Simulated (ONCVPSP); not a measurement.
**Configuration tests for Ru (Z = 44) (ONCV)**

* Element: ruthenium
* Generator: ONCVPSP 4.0.1
* Type: optimised norm-conserving Vanderbilt (ONCV)
* Functional: LDA (Perdew-Wang 92)
* Relativity: scalar-relativistic
* Frozen core: [Ar] 3d10
* Valence charge: 16
* Reference configuration: 4s2 4p6 4d5 (charge +3)
* Partial waves: 4s: rc 1.20 bohr, ncon 4, nbas 7, qcut 6.3 1/bohr, 2 projectors, debl 3.6 Ha; 4p: rc 1.75 bohr, ncon 3, nbas 6, qcut 7.4 1/bohr, 1 projector; 4d: rc 2.10 bohr, ncon 4, nbas 9, qcut 7.3 1/bohr, 2 projectors, debl 2.5 Ha
* Local potential: polynomial inside 1.00 bohr (lpopt 2, dvloc0 0 Ha)
* Core correction: Teter function fitted to the true core (icmod 2), fcfact 0.25

In the s channel the program set the typed energies aside and used -4.084, 0.250 Ha.

Energies are relative to the spin-unpolarised reference configuration 4s2 4p6 4d5; without spin polarisation the order of configurations can differ from experiment.

| valence configuration | charge | ΔE all-electron (eV) | error AE − PS (meV) |
| --- | --- | --- | --- |
| 4s2 4p6 4d7 5s1 | 0 | -56.894 | +35 |
| 4s2 4p6 4d6 | +2 | -30.851 | +20 |

Problem. What are ΔE and the potential's error for 4s2 4p6 4d7?

Solution. ΔE = -49.289 eV all-electron; the error (AE − PS) is +46 meV.

Problem. What are ΔE and the potential's error for 4s2 4p6 4d6 5s1?

Solution. ΔE = -46.572 eV all-electron; the error (AE − PS) is +17 meV.
